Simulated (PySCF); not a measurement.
A side-by-side comparison of computed properties.

First species: C7H8O.
SMILES: `O[C@H]1[C@H]2C=C[C@@H]1C=C2`

Second species: CH4ClGeNO.
Cartesian coordinates in Å at the PBE0-D3(BJ)/def2-SVP level; atoms count from 1:
```
atom  x, y, z in Å
O1     0.2910    1.2449    0.4875
C2     0.6217    0.2584   -0.1251
N3    -0.2562   -0.6812   -0.5788
Ge4   -2.0768   -0.4555   -0.3370
Cl5   -2.7885    1.0053   -1.7508
H6     1.6879    0.0285   -0.3655
H7     0.1146   -1.4406   -1.1400
H8    -2.3815    0.0251    1.0759
H9    -2.6958   -1.8025   -0.7254
```

Levels: PBE0/def2-SVPD for HOMO energy, LUMO energy, HOMO–LUMO gap and static isotropic polarisability; TDDFT PBE0/def2-SVPD for lowest singlet excitation. Geometries: PBE0-D3(BJ)/def2-SVP. Each species is one conformer at its optimised geometry, gas phase, non-relativistic unless stated; the electronic structure was computed with PySCF and density fitting.

The conformers computed, where there is a choice (atom-mapped SMILES and torsion angles):
- `[O:1]=[CH:2][NH:3][GeH2:4][Cl:5]`: O1–C2–N3–Ge4 3°, C2–N3–Ge4–Cl5 76°

The conformers of `O[C@H]1[C@H]2C=C[C@@H]1C=C2` aren't listed.

Values for the first species:

| Quantity | Value |
| --- | --- |
| HOMO energy | -6.92 eV |
| LUMO energy | -0.65 eV |
| HOMO–LUMO gap | 6.27 eV |
| Lowest singlet excitation | 5.09 eV |
| Static isotropic polarisability | 76.9 au |

Task: Estimate the same properties for the second species, and the change in each.

Result: 
```tsv
property	first	second	second less first
HOMO energy	-6.92 eV	-8.01 eV	-1.09 eV
LUMO energy	-0.65 eV	-0.74 eV	-0.09 eV
HOMO–LUMO gap	6.27 eV	7.27 eV	+1.00 eV
lowest singlet excitation	5.09 eV	5.41 eV	+0.32 eV
static isotropic polarisability	76.9 au	66.9 au	-10.0 au
```

On the first: The polarisability is 11.40 Å³ as a volume (1 au = 0.148185 Å³), or 1.33 au for each of the 58 electrons. S1 lies 1.18 eV below the HOMO–LUMO gap; its leading configuration is HOMO→LUMO, weight 0.97.

On the second: The 10 singlets span 5.41 to 7.80 eV, and their oscillator strengths add up to 0.35. No computed singlet falls in the visible range (750 to 380 nm, 1.65 to 3.26 eV); S1 lies 2.15 eV above its blue end. The calculation is non-relativistic and has no spin–orbit coupling, an omission that weighs most on germanium.
